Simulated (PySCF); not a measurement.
Species: C6H7F3O2.
SMILES with atom numbers: `[CH3:1][O:2]/[C:3]([CH:4]=[O:5])=[C:6](\[CH3:7])[C:8]([F:9])([F:10])[F:11]` (hydrogens: H12, H13, H14 on C1; H15 on C4; H16, H17, H18 on C7)

Method: PBE0-D3(BJ)/def2-SVP geometry optimisation, gas phase (PySCF); density fitting, grid level 1; the optimiser is geomeTRIC in internal coordinates, started from a GFN2-xTB structure.

Step 0: E = -18546.7919 eV
```
atom  x, y, z in Å  |  force x, y, z in eV/Å
C1      2.4449   -0.8032   -0.9143   -0.261  -0.216   0.049
O2      1.0752   -0.9094   -0.5657   -0.004   0.544   0.241
C3      0.4004    0.1366   -0.0437    0.078  -0.645  -0.288
C4      1.0645    1.4213    0.2842   -0.099   0.013   0.059
O5      2.2530    1.6043    0.3343    0.291  -0.044  -0.034
C6     -0.9226   -0.0564    0.1969   -0.291  -0.050   0.048
C7     -1.6096   -1.3541   -0.0845    0.408   0.417   0.066
C8     -1.7927    1.0112    0.7923   -0.373   0.790   0.375
F9     -1.8951    2.1110    0.0155    0.156  -0.207  -0.001
F10    -3.0456    0.5877    0.9876    0.173  -0.223  -0.124
F11    -1.3591    1.4471    1.9924    0.094  -0.171  -0.217
H12     2.6745   -1.7432   -1.4152    0.103  -0.232  -0.160
H13     3.0766   -0.6930   -0.0317    0.161   0.061   0.165
H14     2.6285    0.0290   -1.5961    0.074   0.190  -0.162
H15     0.3628    2.2422    0.4953   -0.214   0.249   0.097
H16    -0.8936   -2.0675   -0.4769    0.204  -0.292  -0.155
H17    -2.4120   -1.2064   -0.8075   -0.312  -0.002  -0.254
H18    -2.0590   -1.7508    0.8255   -0.189  -0.181   0.295
```

Problem. Estimate the geometry and energy of step 1. (The exact step hangs on the optimiser's Hessian estimate; all steps are aligned on step 0, rigid shifts and turns removed.)

Solution. E = -18546.8345 eV, largest force 0.390 eV/Å
```
atom  x, y, z in Å  |  force x, y, z in eV/Å
C1      2.4327   -0.8127   -0.9453    0.010   0.017   0.006
O2      1.1111   -0.9058   -0.4453    0.065  -0.025   0.016
C3      0.4064    0.1372    0.0073   -0.051   0.097   0.082
C4      1.0679    1.4268    0.3541    0.058  -0.060  -0.026
O5      2.2618    1.6040    0.3277   -0.035  -0.013   0.001
C6     -0.9261   -0.0496    0.2173    0.040   0.038  -0.063
C7     -1.5862   -1.3567   -0.0659   -0.081  -0.019   0.001
C8     -1.8167    1.0457    0.7568    0.055  -0.289  -0.256
F9     -1.8200    2.1329   -0.0306   -0.044   0.069   0.081
F10    -3.0777    0.6125    0.8282    0.019   0.129   0.080
F11    -1.4628    1.4471    1.9819   -0.014   0.089   0.078
H12     2.6217   -1.7779   -1.4339   -0.003   0.010   0.001
H13     3.1646   -0.6530   -0.1417   -0.028   0.001  -0.014
H14     2.5412   -0.0049   -1.6840   -0.025  -0.009   0.004
H15     0.3798    2.2420    0.6602   -0.013  -0.014  -0.005
H16    -0.8701   -2.0632   -0.4981    0.010   0.013   0.009
H17    -2.4341   -1.2277   -0.7591    0.037  -0.013   0.026
H18    -2.0021   -1.7904    0.8589    0.000  -0.022  -0.023
```

The energy changes by -0.0426 eV. The first-order estimate −F·Δx gives -0.0948 eV and the mean of the old and new forces, exact on a quadratic surface, -0.0404 eV. The step makes an angle of 83° with the force vector and moves no atom by more than 0.166 Å.

What follows is the cost of the whole optimisation. The run took about 12 min of CPU time (one thread, shared machine).
